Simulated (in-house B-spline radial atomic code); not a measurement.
A radial electron density 4πr²n(r) was computed for an atom or ion in its tabulated ground configuration with an all-electron radial atomic-structure program (B-spline basis); method: non-relativistic Hartree-Fock, average of configuration. Columns: r (bohr), 4πr²n(r) (electrons per bohr), bar.

```
 0.00249    1.012 #
 0.00297    1.402 ##
 0.00355    1.939 ##
 0.00424    2.661 ###
 0.00507    3.633 ####
 0.00605    4.897 ######
 0.00723    6.547 ########
 0.00865    8.657 ##########
  0.0103     11.2 #############
  0.0123    14.28 ################
  0.0148       18 #####################
  0.0176    21.79 #########################
  0.0211    25.82 ##############################
  0.0252    29.42 ##################################
  0.0301    32.18 #####################################
  0.0359    33.61 #######################################
  0.0429    33.44 ######################################
  0.0513    31.76 #####################################
  0.0613    29.25 ##################################
  0.0733    27.13 ###############################
  0.0876    26.74 ###############################
   0.105    28.89 #################################
   0.125    32.86 ######################################
   0.149    36.84 ##########################################
   0.179    38.24 ############################################
   0.213    35.27 #########################################
   0.255    28.43 #################################
   0.305    20.92 ########################
   0.364     16.4 ###################
   0.435    16.25 ###################
    0.52    18.72 ######################
   0.621    20.37 #######################
   0.742    18.96 ######################
   0.887    14.72 #################
    1.06    9.573 ###########
    1.27    5.211 ######
    1.51      2.5 ###
    1.81   0.9919 #
    2.16   0.3403 
    2.58  0.09408 
    3.09  0.01915
```

Task: Which atom or ion is it?
A. Ni4+
B. Ni3+
C. Cu3+
D. Ga4+

Result: B. The area under the curve, ∫4πr²n dr = ∫r·4πr²n d(ln r) on this logarithmic grid, is 25 electrons, which only this option has. The configuration is [Ar] 3d7.
